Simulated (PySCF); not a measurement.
## Frontier orbitals and the lowest excitations

Compound: C6H14Ge.
Z-matrix (Å and degrees, PBE0-D3(BJ)/def2-SVP geometry), rows numbered from 1:
```
C 
C   1  1.3390
C   2  1.5002  1  122.51
Ge  2  1.9529  1  119.86  3   178.17
C   4  1.9732  2  109.83  1  -113.49
C   5  1.5248  4  110.52  2    57.39
C   5  1.5250  4  111.30  2  -177.14
H   1  1.0943  2  122.19  3   179.99
H   1  1.0976  2  121.39  3     0.29
H   3  1.1031  2  111.16  1  -121.49
H   3  1.1014  2  111.88  1    -0.48
H   3  1.1034  2  111.26  1   120.30
H   4  1.5466  2  109.95  1   126.39
H   4  1.5446  2  108.87  1     6.63
H   5  1.1051  4  105.24  2   -59.76
H   6  1.1034  5  111.18  4  -175.53
H   6  1.1029  5  111.16  4    65.19
H   6  1.1013  5  112.10  4   -54.85
H   7  1.1012  5  112.11  4    58.11
H   7  1.1029  5  111.33  4   -62.33
H   7  1.1037  5  111.12  4   178.44
```

Theory: TDDFT CAM-B3LYP/def2-SVPD, vertical, gas phase, core orbitals frozen in the response in PySCF 2.14.0, density-fitted response routines. The CAM-B3LYP/def2-SVPD calculation is non-relativistic and has no spin–orbit coupling, an omission that weighs most on germanium.

Frontier orbitals with the atoms that hold most of them (Löwdin shares over 4%, at most four atoms; ? is withheld):

```tsv
orbital	ε (eV)	atoms
LUMO+2	1.63	C7 17%, Ge4 11%, H21 8%, C1 7%
LUMO+1	1.20	C1 18%, C2 14%, Ge4 12%, C3 11%
LUMO	1.03	?
HOMO	-8.56	C1 27%, C2 24%, C5 12%, Ge4 9%
HOMO-1	-9.22	?
HOMO-2	-9.82	Ge4 23%, C2 22%, C3 9%, H14 8%
HOMO-3	-10.42	Ge4 33%, H13 21%, H14 19%, C5 8%
```

Question: Which atoms hold the HOMO-1, and with what shares?

Answer: C2 (bonded to 2 C and Ge) 22%; Ge4 (bonded to 2 C and 2 H) 16%; C5 (bonded to 2 C, Ge and H) 16%; C1 (bonded to C and 2 H) 14%. By element: carbon 51% or more, germanium 16%.

Question: Which atoms hold the LUMO, and with what shares?

Answer: C1 (bonded to C and 2 H) 20%; C2 (bonded to 2 C and Ge) 18%; Ge4 (bonded to 2 C and 2 H) 17%; H13 (bonded to Ge) 7%. By element: carbon 38% or more, germanium 17%, hydrogen 7% or more.

Question: How does S1 compare with the orbital gap of 9.60 eV?

Answer: S1 is at 6.62 eV (f = 0.021), 2.97 eV below the gap, made of HOMO-1→LUMO (31%), HOMO-2→LUMO (21%), HOMO-1→LUMO+1 (14%). Its leading pair isn't HOMO and LUMO; the energies of that pair differ by 10.26 eV. 

Question: One configuration dominates each of S2 and S3. Which, and how do the shares of the two leading atoms of either orbital change from the occupied to the empty one?

Answer: 
- S2 (6.93 eV, f 0.281), HOMO→LUMO (80%): C1 27% → 20%, C2 24% → 18%
- S3 (7.04 eV, f 0.083), HOMO→LUMO+1 (82%): C1 27% → 18%, C2 24% → 14%

One conformer stands for the species.
